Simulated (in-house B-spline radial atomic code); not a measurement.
A fraction x of an electron is removed from 3p in Ga3+, starting from [Ar] 3d10 and keeping the highest spin. Computed with a radial B-spline atomic code at the basis-set limit: scalar-relativistic (X2C) SCAN, spin-polarised, spherical fractional occupations, Fermi nucleus of rms radius 3.9973 fm.

```
   x  E(x) - E(0) (eV)  3p down level (eV)
   0            0.0000            -135.401
0.03            4.0723            -136.088
0.13           17.7961            -138.391
0.28           38.8161            -141.883
0.45           63.2761            -145.890
 0.5           70.6002            -147.077
0.53                 ?                   ?
 0.7          100.4937            -151.868
0.77                 ?                   ?
0.92          134.4901            -157.200
   1          147.1442            -159.154
```

Question: What belongs in the row x = 0.53?

Answer: An energy change of 75.0233 eV; 3p down at -147.792 eV.

Question: What belongs in the row x = 0.77?

Answer: An energy change of 111.1836 eV; 3p down at -153.558 eV.

Question: Check Janak's theorem between x = 0.03 and 0.13.

Answer: The slope of the energy is 137.24 eV; the orbital levels give 137.24 eV (-ε of the emptying orbital, averaged over the two points).
